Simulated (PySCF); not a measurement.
# Radial density of Bi³⁺ (bismuth, charge +3)

M06-2X, [Xe] 4f14 5d10 6s2, closed-shell 1S. All numbers are calculated (PySCF 2.14, scalar relativity through the core potential, in aug-cc-pwCVTZ-PP with ECP60MDF (8s7p6d4f1g, 96 functions)). This is the valence pseudo-density: the core potential removes the inner electrons and smooths the orbitals near the nucleus.

| r (bohr) | 4πr²ρ (e/bohr) |
| --- | --- |
| 0.00953 | 1.792e-05 |
| 0.0160 | 4.393e-05 |
| 0.0270 | 8.635e-05 |
| 0.0453 | 0.0001202 |
| 0.0763 | 0.0002071 |
| 0.128 | 0.001106 |
| 0.216 | 0.01607 |
| 0.363 | 0.5250 |
| 0.611 | 10.90 |
| 1.03 | 20.04 |
| 1.73 | 5.458 |
| 2.91 | 0.5272 |
| 4.89 | 0.004099 |

Energies and moments cover only the electrons outside the core potential. Spin-orbit coupling, which splits the p, d and f shells strongly at this Z, is absent.
